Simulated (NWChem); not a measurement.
**HBF₂ in NWChem**

SMILES: FBF
```xyz
4

B      0.0000     0.0000    -0.4612
H      0.0000     0.0000    -1.6724
F     -1.1351     0.0000     0.2210
F      1.1351     0.0000     0.2210
```
Charge 0, spin multiplicity 1.

Everything below was run with NWChem. The geometry was optimised at PBE/def2-SVP, a minimum by its harmonic frequencies.

Symmetry labels belong to the abelian group C2v used in the runs, with the axes of the coordinates shown.

The structure started from a generated list of species.

Task: List the lowest 6 singlet excitations that TD-PBE/aug-cc-pVDZ gives, with oscillator strengths.

Result: 
```csv
state,symmetry,energy (eV),wavelength (nm),f
1,b2,7.89,157,0.038
2,a2,8.65,143,0.000
3,a1,9.22,135,0.023
4,b1,9.57,130,0.012
5,a1,9.60,129,0.120
6,b1,9.95,125,0.014
```
